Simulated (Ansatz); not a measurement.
One change: `C[O][Al]([OH])[SiH3]` becomes `[OH][Al]([SiH3])[Cl]`.

Ansatz, PBE0-D4/def2-TZVP geometries, multiplicity 1. Each molecule was computed in one conformer, which needn't be the lowest.

```csv
property,`C[O][Al]([OH])[SiH3]`
size of the dipole moment (ωB97M-V/def2-TZVPP) / D,1.45
HOMO energy (B3LYP/def2-TZVPP) / eV,-7.52
size of the dipole moment (B3LYP/def2-TZVPP) / D,1.44
HOMO–LUMO gap (PBE0/def2-TZVPP) / eV,6.91
HOMO energy (PBE/def2-TZVPP) / eV,-6.45
HOMO energy (PBE0/def2-TZVPP) / eV,-7.74
```

Task: Give the same properties after the change, and the shifts. (Estimate.)

Result: The calculation gave: 
| property | `[OH][Al]([SiH3])[Cl]` | shift |
| --- | --- | --- |
| size of the dipole moment (ωB97M-V/def2-TZVPP) / D | 0.68 | -0.77 |
| HOMO energy (B3LYP/def2-TZVPP) / eV | -8.01 | -0.49 |
| size of the dipole moment (B3LYP/def2-TZVPP) / D | 0.66 | -0.78 |
| HOMO–LUMO gap (PBE0/def2-TZVPP) / eV | 6.89 | -0.02 |
| HOMO energy (PBE/def2-TZVPP) / eV | -7.08 | -0.63 |
| HOMO energy (PBE0/def2-TZVPP) / eV | -8.22 | -0.48 |

Dipoles are sizes alone; their direction can turn.

B3LYP here is the variant with VWN-RPA as its local correlation; programs differ in this.
